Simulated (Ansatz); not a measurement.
```yaml
atoms:
  - { symbol: Cl, position_ang: [0.0000, 0.0000, -2.2648] }
  - { symbol: Zn, position_ang: [0.0000, 0.0000, 0.0000] }
  - { symbol: Cl, position_ang: [0.0000, 0.0000, 2.2648] }
```

Basis set: def2-TZVP (spherical functions). Frozen core: 15 orbitals. Charge 0, multiplicity 1.

Computed with Ansatz (development build ahead of 0.2.0); each method stands on the lowest determinant of its kind that the runs found. Restricted open shells among the atoms or ions are ROHF, correlated in semicanonical orbitals with singles.

(1) Give the atomization energy at this shape (free ground-state atoms in the same class of orbitals less the molecule, no zero-point energy) of singlet ZnCl₂ by RHF-MP2, RHF.

## Answers

(1)

```csv
method,atomization energy
RHF-MP2,622.2 kJ/mol
RHF,510.3 kJ/mol
```

Caution: the shape is not the minimum.
